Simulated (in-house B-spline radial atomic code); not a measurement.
Values are calculated unless marked as measured or tabulated.
# Stopping of slow ions oscillates with Z: Li to P at r_s = 2

A nucleus sits in a uniform electron gas with a rigid positive background. The Kohn-Sham equations are solved self-consistently in the spin-unpolarised LDA (PW92), non-relativistic, on B-splines with outgoing waves at the boundary and partial waves to l = 8. The model has no lattice, no bands and no magnetic solution. Atomic units; δ_l are the phase shifts at the Fermi level, counted so that each bound state adds π, and good to about 0.0005.

The density parameter is r_s = 2 bohr, near that of the valence electrons of Si (4 per atom, density 2.33 g/cm³, mass 28.09 u, which gives r_s = 2.01). The friction coefficient Q = n k_F σ_tr gives dE/dx = Q v for slow ions. Some elements are left out of the table, so an extreme may lie at one of them.

```json
{"ion": "Li", "δ0/π": "0.848", "δ1/π": "0.169", "δ2/π": "0.022", "δ3/π": "0.004", "σ_tr (bohr²)": "15.31", "Q (a.u.)": "0.4384"}
{"ion": "Be", "δ0/π": "1.035", "δ1/π": "0.268", "δ2/π": "0.024", "δ3/π": "0.004", "σ_tr (bohr²)": "19.39", "Q (a.u.)": "0.5553"}
{"ion": "B", "δ0/π": "1.200", "δ1/π": "0.379", "δ2/π": "0.024", "δ3/π": "0.005", "σ_tr (bohr²)": "26.09", "Q (a.u.)": "0.7472"}
{"ion": "C", "δ0/π": "1.337", "δ1/π": "0.499", "δ2/π": "0.024", "δ3/π": "0.005", "σ_tr (bohr²)": "30.50", "Q (a.u.)": "0.8735"}
{"ion": "N", "δ0/π": "1.448", "δ1/π": "0.620", "δ2/π": "0.027", "δ3/π": "0.006", "σ_tr (bohr²)": "28.82", "Q (a.u.)": "0.8252"}
{"ion": "O", "δ0/π": "1.546", "δ1/π": "0.737", "δ2/π": "0.034", "δ3/π": "0.008", "σ_tr (bohr²)": "22.31", "Q (a.u.)": "0.6388"}
{"ion": "F", "δ0/π": "1.642", "δ1/π": "0.846", "δ2/π": "0.047", "δ3/π": "0.009", "σ_tr (bohr²)": "14.97", "Q (a.u.)": "0.4288"}
{"ion": "Ne", "δ0/π": "1.746", "δ1/π": "0.947", "δ2/π": "0.063", "δ3/π": "0.011", "σ_tr (bohr²)": "9.35", "Q (a.u.)": "0.2678"}
{"ion": "Mg", "δ0/π": "1.975", "δ1/π": "1.145", "δ2/π": "0.095", "δ3/π": "0.013", "σ_tr (bohr²)": "6.93", "Q (a.u.)": "0.1984"}
{"ion": "Al", "δ0/π": "2.089", "δ1/π": "1.249", "δ2/π": "0.109", "δ3/π": "0.013", "σ_tr (bohr²)": "11.77", "Q (a.u.)": "0.3370"}
{"ion": "Si", "δ0/π": "2.194", "δ1/π": "1.356", "δ2/π": "0.122", "δ3/π": "0.014", "σ_tr (bohr²)": "20.17", "Q (a.u.)": "0.5776"}
{"ion": "P", "δ0/π": "2.289", "δ1/π": "1.463", "δ2/π": "0.138", "δ3/π": "0.015", "σ_tr (bohr²)": "29.48", "Q (a.u.)": "0.8443"}
```

(1) Where are the largest and smallest frictions, and what do the phase shifts say there?

(2) At equal speed, Lindhard and Scharff's formula, with silicon as an example target, scales as Z^(7/6)/(Z^(2/3) + 14^(2/3))^(3/2). How does its rise from the first ion to the last compare?

Answers

(1) Largest: C, Q = 0.8735; smallest: Mg, Q = 0.1984, a ratio of 4.4. For the largest δ1/π = 0.50: the p resonance is about half filled and sits at the Fermi level, where it scatters most. For the smallest the differences δ_l − δ_(l+1), measured from the nearest multiple of π, are 0.17π, 0.05π, 0.08π; σ_tr grows with the sines of these.

(2) It rises smoothly by 0.5745/0.1626 = 3.53, while Q changes by 0.844/0.438 = 1.93. The statistical formula averages over shells, so it can't show the oscillation.
